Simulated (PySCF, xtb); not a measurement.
oxetane-3-carbaldehyde (C₄H₆O₂), SMILES O=CC1COC1.

GFN2-xTB in xtb at its own geometry gives an orbital gap of 3.51 eV and a dipole moment of 1.11 D.

The structure is a stationary point at ωB97X-D3(BJ)/def2-SVP. Other conformers were not sampled.

Q: What does PBE/def2-TZVP (PySCF) give? (An estimate is asked for; the answer gives what the named calculation found.)

A: gap 3.71 eV (levels -5.95 and -2.24 eV), dipole 1.32 D.
